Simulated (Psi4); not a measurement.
propyl chloride (C$_{3}$H$_{7}$Cl), singlet, at a GFN2-xTB geometry. Base run: CCSD(T)/cc-pVDZ (Psi4).

Input for Psi4:
```
memory 2 GB

molecule mol {
0 1
C     0.895568   -0.626932    0.008948
C     2.362496   -0.211158    0.028295
C    -0.008376    0.594253    0.001829
H     0.672448   -1.235995    0.886785
H     0.694098   -1.230258   -0.878038
H     3.001061   -1.090297    0.033271
Cl   -1.726146    0.108846   -0.020821
H     2.603733    0.384592   -0.849005
H     2.582092    0.378857    0.915103
H     0.135530    1.199972    0.896784
H     0.157393    1.205765   -0.885371
}

set {
  basis cc-pvdz
  reference rhf
  freeze_core true
}

energy('ccsd(t)')
print_variables()
```

Each row names what was changed in the base input (with any setting that the change needs).

```tsv
change	ΔE vs base (kcal/mol)	MP2 correlation (Eh)	basis functions	core-seconds (rough)
base	0.000	-0.57125	95	70
method = qcisd(t)	-0.142	-0.57125	95	80
method = mp2	45.29	-0.57103	95	5
method = mp4	0.92	-0.57125	95	40
method = ccsd	10.60	-0.57125	95	50
method = mp3	14.24	-0.57103	95	5
method = fno-ccsd(t)	0.000	-0.57125	95	70
method = dlpno-mp2	45.37	-0.57090	95	9
```
